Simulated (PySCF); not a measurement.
Potential energy curve for SMILES [CH3][AlH2]. The C1–Al5 bond (C1 also carries H, H, H; Al5 carries H, H) is varied alone, starting from the PBE0/def2-TZVP optimised geometry.

Levels: RKS-PBE = restricted PBE/def2-TZVP (PySCF); RKS-M06-2X/6-31G* = restricted M06-2X/6-31G*, spherical d (PySCF); NEVPT2 = SC-NEVPT2 on CASSCF(2,2)/def2-TZVP, all electrons correlated in PySCF; RKS-BP86/6-31G* = restricted BP86/6-31G*, spherical d run with PySCF; UHF/def2-TZVP (PySCF).

Energies are in eV, each relative to the lowest point of its own curve near equilibrium.

```
R / Å  RKS-PBE  RKS-M06-2X/6-31G*  NEVPT2  RKS-BP86/6-31G*    UHF
-----  -------  -----------------  ------  ---------------  -----
1.46     3.958              4.058   3.914            4.100  4.225
1.57     1.986              2.030   1.932            2.086  2.129
1.68     0.854              0.867   0.808            0.918  0.918
1.77     0.343              0.343   0.310            0.381  0.368
1.83     0.147              0.144   0.125            0.172  0.158
1.91     0.020              0.017   0.012            0.027  0.020
1.95     0.000              0.000   0.000            0.000  0.000
2.02     0.020              0.028   0.034            0.009  0.025
2.06     0.057              0.071   0.078            0.040  0.067
2.15     0.189              0.220   0.229            0.161  0.217
2.26     0.415              0.475   0.478            0.378  0.477
2.43     0.838              0.956   0.937            0.792  0.970
2.60     1.290              1.475   1.426            1.240  1.508
2.96     2.198              2.537   2.386            2.148  2.397
3.22     2.759              3.212   2.945            2.711  2.674
3.55     3.340              3.940   3.458            3.298  2.833
3.91     3.822              4.583   3.793            3.789  2.900
4.34     4.231              5.177   3.984            4.210  2.928
4.73     4.482              5.578   4.055            4.473  2.935
5.24     4.693              5.951   4.088            4.695  2.937
5.80     4.826              6.226   4.098            4.834  2.937
```

At the longest distance, 5.80 Å, RKS-M06-2X/6-31G* lies highest above its minimum (6.226 eV) and UHF lowest (2.937 eV).

At the longest distance RKS-PBE leaves fractional charges on the fragments, a sign of delocalisation error or of the restricted form. The restricted form behind RKS-PBE, RKS-M06-2X/6-31G*, RKS-BP86/6-31G* keeps the bonding electrons paired and can't separate into open-shell fragments. The unrestricted determinant behind UHF is spin-contaminated at 2.96 to 5.80 Å (<S²> up to 1.0, against 0.00 for a pure singlet).
